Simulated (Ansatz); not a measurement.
Gas-phase electronic energies from Ansatz, PBE0-D4/def2-TZVP geometries. CCSD(T)/CBS adds triple-zeta CCSD(T) − MP2 to the extrapolated MP2 energy (def2 sets, frozen cores). This one scheme is used for every species. DFT in def2-TZVPP. B3LYP here is the variant with VWN-RPA as its local correlation; programs differ in this. def2 core potentials past Kr. For In outer-core shells are correlated without core-valence functions, which leaves a few kJ/mol of doubt a bond. One conformer a species, not always the lowest.

Consider the ligand exchange at the Si–C bond: `[SiH3]C=C([SiH3])[SiH3]` + `[OH][In]([SH])[Cl]` → `[SiH3][O][In]([SH])[Cl]` + `[SiH3]/C=C/[SiH3]`.

`[SiH3]C=C([SiH3])[SiH3]`:

```xyz
15

Si   -0.487   -1.224    2.048
C    -0.889   -0.511    0.354
C    -0.087    0.201   -0.459
Si   -0.762    0.787   -2.104
Si    1.677    0.632   -0.015
H     0.632   -2.200    1.976
H    -0.130   -0.156    3.017
H    -1.702   -1.927    2.539
H    -1.908   -0.716    0.011
H     0.049    0.240   -3.225
H    -0.703    2.272   -2.192
H    -2.172    0.333   -2.238
H     2.604    0.072   -1.034
H     2.031    0.087    1.322
H     1.847    2.110   -0.002
```

`[OH][In]([SH])[Cl]`:

Cartesian coordinates in Å:
```
O 1.825 -0.463 -0.782
In 0.060 -0.059 -0.016
S -0.872 2.099 -0.031
Cl -1.078 -1.858 0.921
H 2.051 -1.392 -0.683
H -1.985 1.672 0.591
```

`[SiH3][O][In]([SH])[Cl]`:

Cartesian coordinates in Å:
```
Si -0.562 1.533 -0.835
O -0.523 0.079 -0.090
In 0.832 -1.125 0.662
S 0.135 -3.160 1.604
Cl 3.023 -0.415 0.547
H -1.039 1.372 -2.235
H -1.498 2.436 -0.112
H 0.785 2.170 -0.865
H -1.153 -2.891 1.325
```

`[SiH3]/C=C/[SiH3]`:

Cartesian coordinates in Å:
```
Si -1.417 1.647 0.761
C -0.399 0.104 0.526
C 0.400 -0.103 -0.526
Si 1.417 -1.647 -0.761
H -1.045 2.333 2.029
H -1.177 2.560 -0.387
H -2.866 1.313 0.837
H -0.459 -0.673 1.290
H 0.460 0.674 -1.290
H 2.865 -1.314 -0.845
H 1.182 -2.558 0.390
H 1.039 -2.336 -2.025
```

Task: Is it downhill or uphill in electronic energy at CCSD(T)/CBS, and by how much? (An estimate is asked.)

Result: The calculation gave: Downhill: ΔE = -25.9 kcal/mol.

Task: What do these levels give: PBE-D4, r2SCAN-D4, PBE0-D4, B3LYP-D4, ωB97X-V, r2SCAN, HF/def2-TZVPP, SCS-MP2/def2-TZVPP, CCSD(T)/def2-TZVPP, SCS-MP2/def2-QZVPP, HF/CBS(def2), MP2/CBS(def2)? (An estimate is asked.)

Result: The calculation gave: PBE-D4 -20.5, r2SCAN-D4 -24.6, PBE0-D4 -22.8, B3LYP-D4 -25.0, ωB97X-V -25.7, r2SCAN -25.0, HF/def2-TZVPP -34.0, SCS-MP2/def2-TZVPP -27.5, CCSD(T)/def2-TZVPP -26.0, SCS-MP2/def2-QZVPP -27.5, HF/CBS(def2) -34.5, MP2/CBS(def2) -25.8 kcal/mol.

Largest T1 diagnostic among the species: 0.015.

From PBE to PBE0 (25 % exact exchange), in def2-TZVPP and without D4, ΔE moves by −2.1 kcal/mol. In def2-TZVPP, CCSD(T) changes the Hartree–Fock value by +8.0 kcal/mol (the triples alone add +1.3 kcal/mol) and MP2 by +8.1 kcal/mol.
